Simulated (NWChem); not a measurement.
C$_{3}$H$_{10}$Si; SMILES C[SiH](C)C

```xyz
14

Si     0.0000     0.0000     0.3679
C     -1.2180     1.3057    -0.2328
C      1.7398     0.4019    -0.2328
C     -0.5218    -1.7077    -0.2328
H      0.0000     0.0000     1.8695
H     -1.2490     1.3388    -1.3339
H     -2.2374     1.0943     0.1267
H     -0.9361     2.3079     0.1267
H      2.4667    -0.3433     0.1267
H      1.7840     0.4122    -1.3339
H      2.0664     1.3905     0.1267
H     -0.5350    -1.7511    -1.3339
H     -1.5306    -1.9646     0.1267
H      0.1710    -2.4848     0.1267
```
Atoms are numbered in this order, from 1.

Results from NWChem. Pople sets run with spherical d functions. Coordinates come from a PBE0/def2-SVP optimisation. Static field.

For level Hartree-Fock/def2-SVPD:

```yaml
isotropic polarisability (bohr³): 61.6
anisotropy (bohr³): 6.5
```

Question: What are these values for level Hartree-Fock/6-31+G*?

Answer: The isotropic polarisability (bohr³) is 56.5 and the anisotropy (bohr³) comes out as 4.2.
